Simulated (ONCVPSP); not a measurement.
# What one change does to a pseudopotential (Ag (Z = 47), ONCV)

ONCVPSP 4.0.1 input, shortened (lines: element, Z, core and valence counts, functional; n l f; lmax; l rc ep ncon nbas qcut; lloc lpopt rc5 dvloc0; l nproj debl; icmod fcfact rcfact), PBEsol, scalar-relativistic:

```
  Ag 47.00    6    3  -116133      upf
    1    0    2.00
    2    0    2.00
    2    1    6.00
    3    0    2.00
    3    1    6.00
    3    2   10.00
    4    0    2.00
    4    1    6.00
    4    2    8.00
    2
    0    1.30    0.00    3    8   10.20
    1    1.35    0.00    4    8   12.80
    2    1.10    0.00    3    7    9.70
    4    5    0.90    0.00
    0    2    1.90
    1    3    1.30
    2    2    0.60
    0    0.00    0.00
```

In the s channel the program set the typed energies aside and used -4.909, 0.250 Ha. In the p channel the program set the typed energies aside and used -3.556, 0.250, 1.550 Ha. In the d channel the program set the typed energies aside and used -1.607, 0.250 Ha.

All-electron outer shells of the reference configuration (PBEsol, scalar-relativistic, ld1.x):

```tsv
shell	level (eV)	outermost node (bohr)	outermost maximum (bohr)
4s	-133.59	0.44	0.82
4p	-96.76	0.44	0.87
4d	-43.72	0.43	1.01
```

Change: d: rc 1.54.

Cutoffs: the cutoffs (Ha) at which the residual kinetic energy of the hardest occupied pseudo-wave falls to 1 and 0.1 mHa per electron; they do not see the model core or the augmentation charge, which bear on the density cutoff. Errors are all-electron minus pseudo energies relative to the spin-unpolarised reference configuration.

Q: What does the change do?

A: The potential gets neither clearly harder nor softer (45 Ha and 54 Ha → 45 Ha and 54 Ha); of the 4 tests that both files solve, the error grows in 4 and shrinks in 0 by more than 15 % and 0.3 meV (median size 8.1 → 13.1 meV); neither file shows a bound ghost. More of the atom is replaced by a form fitted at one configuration, so other configurations suffer.

| quantity | base | changed |
| --- | --- | --- |
| cutoff, loose | 45 Ha | 45 Ha |
| cutoff, tight | 54 Ha | 54 Ha |
| loose cutoff by channel | s 36 Ha, p 45 Ha, d 36 Ha | s 36 Ha, p 45 Ha, d 32 Ha |
| bound ghosts | none | none |
| GHOST(+) flags under 300 eV | s at 152.8 eV | s at 152.8 eV |
| error for 4s2 4p6 4d10 5s1, meV [ΔE -66.04 eV] | +8.8 | +13 |
| error for 4s2 4p6 4d10, meV [ΔE -58.30 eV] | +7.5 | +13 |
| error for 4s2 4p6 4d9, meV [ΔE -36.18 eV] | +5.2 | +8.4 |
| error for 4s1 4p6 4d10 5s1, meV [ΔE 35.93 eV] | -64 | -76 |
| s: phases at 1.32 bohr within 0.05 rad from the reference energy up to (Ha; the scan ends near 5) | to the end of the scan | to the end of the scan |
| p: phases at 1.37 bohr within 0.05 rad from the reference energy up to (Ha; the scan ends near 5) | to the end of the scan | to the end of the scan |
